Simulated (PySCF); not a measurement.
Molecule: `C(#N)CC=C1CC1`, C6H7N.

Bonds (- single, = double, # triple, : aromatic): N1#C2, C2-C3, C3-C4, C4=C5, C5-C6, C6-C7, C7-C5. C3 carries H8, H9; C4 carries H10; C6 carries H11, H12; C7 carries H13, H14.

Frames of a GFN2-xTB Langevin trajectory at 200 K; GIAO PBE0/pcSseg-1 shieldings in PySCF 2.14, gas phase, non-relativistic; equivalent atoms averaged within each frame.

References, each an isolated molecule treated in the same way: NH3 for 15N (σ = 267.73 ppm); TMS for 13C (σ = 186.93 ppm) and 1H (σ = 31.72 ppm). The references are static minima.

Q: How do the shifts (ppm) fluctuate along the trajectory?

A: 
```tsv
time (fs)	N1	C5	C2	C4	C3	C7	C6	H10	H8/H9	H13/H14
optimised geometry	300.1	135.6	121.9	117.4	22.7	6.3	4.4	6.13	3.14	1.26
250	298.1	137.5	120.9	118.5	21.3	9.2	1.0	6.41	2.79	1.99
425	315.3	140.6	125.5	119.3	31.2	7.9	0.3	6.34	3.74	1.79
625	304.7	134.7	124.6	115.5	28.2	8.3	6.8	6.18	3.65	1.39
800	306.1	136.7	123.9	124.6	17.4	5.5	9.4	7.17	2.42	1.04
1000	303.2	140.3	123.4	111.1	21.6	12.7	14.2	4.96	3.49	2.03
mean of frames	305.5	138.0	123.7	117.8	23.9	8.7	6.3	6.21	3.22	1.65
standard deviation	6.3	2.5	1.7	5.0	5.6	2.6	5.9	0.80	0.58	0.42
```

5 frames give an uncertainty of the mean of about the standard deviation over 2.2 at best, since frames this close in time may not be independent; classical motion lacks zero-point vibration, and the reference would need the same averaging.
